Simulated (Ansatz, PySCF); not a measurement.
Zn(Br)(Me) (CH3BrZn), SMILES [CH3][Zn][Br]. Atoms are numbered in the order given.

```xyz
6

Zn     0.0000     0.0000    -0.8194
Br     0.0000     0.0000     1.4459
C      0.0000     0.0000    -2.7633
H     -0.8935    -0.5159    -3.1476
H      0.8935    -0.5159    -3.1476
H      0.0000     1.0318    -3.1476
```
Charge 0, spin multiplicity 1.

Geometry optimised at B3LYP-D3(BJ)/def2-SVP. The structure was generated by enumeration; whether it is a known compound was not checked.

Vertical ionisation energy (IE) and electron affinity (EA) in eV. Rows of orbital energies are one-electron estimates. Where ΔSCF, EOM or ADC give a negative EA the extra electron is unbound and the value depends on the basis.

| level | IE | EA |
|---|---|---|
| −ε(HOMO), −ε(LUMO), r2SCAN/def2-TZVPD (PySCF) | 7.22 | 1.19 |
| −ε(HOMO), −ε(LUMO), PBE/def2-TZVPD (PySCF) | 6.92 | 1.55 |
| ΔSCF, PBE0/def2-SVPD (Ansatz), final states of multiplicity 2 and 2 | 10.43 | -0.65 |
| ΔSCF, PBE/def2-SVPD (Ansatz), final states of multiplicity 2 and 2 | [?] | [?] |

**Question.** Some entries are withheld; supply them. (Estimate from the structure and the level; the computed values follow.)

**Answer.** 
- ΔSCF, PBE/def2-SVPD (Ansatz, a quantum-chemistry and plane-wave program), final states of multiplicity 2 and 2, IE: 10.16
- ΔSCF, PBE/def2-SVPD (Ansatz), final states of multiplicity 2 and 2, EA: -0.52

**Question.** What vertical singlet–triplet gap does ΔSCF give with PBE0/def2-SVPD (Ansatz) and with PBE/def2-SVPD (Ansatz)? (The exact figures need the calculation; the answer reports its results.)

**Answer.** 5.74 and 5.40 eV (triplet above singlet where positive).
